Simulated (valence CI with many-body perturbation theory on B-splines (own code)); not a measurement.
## Forbidden lines of Ba51+

Computed by configuration interaction combined with many-body perturbation theory (CI+MBPT): three valence electrons over a frozen Dirac-Fock core [He], a basis of 11 s, 11 p, 9 d, 7 f, 5 g, 2 h, 1 i functions for each j, with the one-electron correlation potential Σ1 (screened to all orders), the two-electron term Σ2, the three-electron term Σ3, Breit, model QED; selected single and double excitations, second order for the rest (own B-spline code, finite nucleus).

The last digits are not significant, and no measured levels were compared; by estimate large intervals hold to a few tenths of a per cent, small ones and those within an open d or f shell to about a per cent.

Lines 1 to 28 of 28 in falling wavelength, among levels below 6641.1 eV, chosen from the decays that carry over 1 % of a level's rate. Wavelengths and rates use the calculated energies. Electric multipoles are in the length gauge, E1 and E2 with the static RPA response of the core. S is in atomic units (e²a₀⁴ for E2 and M2, e²a₀⁶ for E3), for M1 in squared Bohr magnetons. Weak lines are less certain than strong ones. Lines between different terms over intervals too small for the method are left out, as are lines whose strength nearly cancels. The highest levels of a list are the least certain.

Levels are named by their leading jj configuration (3d3/2^4 stands for four electrons in 3d with j = 3/2), which in mixed levels can hold well under half, so a name can repeat and another be missing. Letters in brackets count levels of one name in rising energy.

```csv
λ vac (Å),Upper,Lower,Type,A (s⁻¹),S (a.u.)
33.68,(2s 2p1/2 2p3/2) J=3/2 [a],(2s 2p1/2^2) J=1/2,M1,3.33e+08,1.89e+00
32.00,(2s 2p3/2 3d5/2) J=9/2,(2s 2p1/2 3d5/2) J=7/2,M1,3.27e+08,3.97e+00
29.49,(2s^2 2p3/2) J=3/2,(2s^2 2p1/2) J=1/2,M1,3.42e+08,1.30e+00
2.357,(2s^2 3p1/2) J=1/2,(2s^2 2p3/2) J=3/2,E2,5.52e+11,7.16e-05
2.349,(2s 2p3/2 3p3/2) J=7/2,(2s 2p3/2^2) J=3/2,E2,1.36e+10,6.95e-06
2.315,(2s 2p3/2 3p3/2) J=7/2,(2s 2p3/2^2) J=5/2,E2,1.76e+11,8.35e-05
2.311,(2s 2p3/2 3p3/2) J=1/2 [b],(2s 2p3/2^2) J=3/2,E2,3.06e+11,3.60e-05
2.308,(2s 2p1/2 3p3/2) J=5/2,(2s 2p1/2 2p3/2) J=5/2,E2,1.52e+11,5.33e-05
2.301,(2s^2 3p3/2) J=3/2,(2s^2 2p3/2) J=3/2,E2,2.63e+11,6.06e-05
2.284,(2s 2p3/2 3d5/2) J=9/2,(2s 2p3/2^2) J=5/2,M2,8.63e+09,4.79e-06
2.284,(2s 2p3/2 3d5/2) J=9/2,(2s 2p3/2^2) J=5/2,E3,4.63e+08,4.77e-06
2.277,(2s 2p3/2 3p3/2) J=1/2 [b],(2s 2p3/2^2) J=5/2,E2,1.14e+11,1.25e-05
2.152,(2s 2p3/2 3p3/2) J=7/2,(2s 2p1/2 2p3/2) J=5/2,E2,1.51e+11,4.98e-05
2.148,(2s 2p1/2 3p3/2) J=5/2,(2s 2p1/2^2) J=1/2,E2,3.00e+11,7.34e-05
2.140,(2s 2p3/2 3p3/2) J=7/2,(2s 2p1/2 2p3/2) J=3/2 [a],E2,2.23e+11,7.15e-05
2.139,(2s 2p3/2 3p3/2) J=1/2 [b],(2s 2p1/2 2p3/2) J=3/2 [b],E2,3.18e+11,2.54e-05
2.135,(2s^2 3p3/2) J=3/2,(2s^2 2p1/2) J=1/2,E2,3.10e+11,4.91e-05
2.125,(2s 2p3/2 3d5/2) J=9/2,(2s 2p1/2 2p3/2) J=5/2,M2,2.17e+09,8.39e-07
2.125,(2s 2p3/2 3d5/2) J=9/2,(2s 2p1/2 2p3/2) J=5/2,E3,4.36e+08,2.71e-06
2.113,(2s 2p3/2 3d5/2) J=9/2,(2s 2p1/2 2p3/2) J=3/2 [a],E3,7.97e+08,4.77e-06
2.083,(2p1/2 2p3/2 3d3/2) J=7/2,(2s 2p1/2 2p3/2) J=3/2 [b],E2,5.30e+11,1.48e-04
2.067,(2p1/2^2 3d3/2) J=3/2,(2s 2p1/2^2) J=1/2,E2,1.50e+12,2.02e-04
2.064,(2p1/2 2p3/2 3d3/2) J=7/2,(2s 2p1/2 2p3/2) J=5/2,E2,7.73e+11,2.07e-04
2.058,(2p1/2 2p3/2 3d3/2) J=5/2 [a],(2s 2p1/2 2p3/2) J=3/2 [a],E2,7.32e+11,1.45e-04
2.057,(2p1/2 2p3/2 3d3/2) J=1/2 [a],(2s 2p1/2 2p3/2) J=3/2 [a],E2,1.38e+12,9.06e-05
2.053,(2p1/2 2p3/2 3d3/2) J=7/2,(2s 2p1/2 2p3/2) J=3/2 [a],E2,2.16e+11,5.63e-05
2.053,(2p1/2 2p3/2 3d5/2) J=9/2,(2s 2p1/2 2p3/2) J=5/2,E2,1.57e+12,5.12e-04
2.047,(2p1/2 2p3/2 3d5/2) J=7/2 [a],(2s 2p1/2 2p3/2) J=3/2 [a],E2,1.34e+12,3.43e-04
```
